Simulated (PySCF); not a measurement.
C2H5O, SMILES C(C)[O-], charge -1.

Coordinates come from a PBE0-D3(BJ)/def2-SVPD optimisation.

Method: HF/def2-TZVPD (PySCF).

Symmetry labels are those of the subgroup Cs that the program uses (full group Cs).

Computed valence orbital energies around the gap with their symmetry:
```csv
orbital,symmetry,energy (eV)
HOMO−7,A',-15.70
HOMO−6,A",-10.96
HOMO−5,A',-10.39
HOMO−4,A',-8.65
HOMO−3,A",-8.09
HOMO−2,A',-7.58
HOMO−1,A',-3.15
HOMO,A",-3.05
LUMO,A',5.82
LUMO+1,A',6.33
LUMO+2,A',7.20
LUMO+3,A",7.24
```
